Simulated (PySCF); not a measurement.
Computed shifts of a molecule C2H4OSe, PBE0/pcSseg-1 run with PySCF, GIAO, gas phase, equivalent atoms averaged, in ppm (number of nuclei): ¹³C: 77.1 (2). ¹H: 6.24 (4). References: ¹³C against TMS (σ = 186.3 ppm); ¹⁷O against H2O (σ = 334.2 ppm); ⁷⁷Se against Me2Se (σ = 1740.1 ppm); ¹H against TMS (σ = 31.56 ppm), references at their B3LYP-D3(BJ)/def2-TZVP geometries, non-relativistic. Geometry: PBE-D3(BJ)/def2-SVP. One conformer was computed; it need not be the lowest.

Pick the molecule that these values belong to.
A) O=CC[SeH]
B) C[Se]C=O
C) C1OC[Se]1

C, C1OC[Se]1
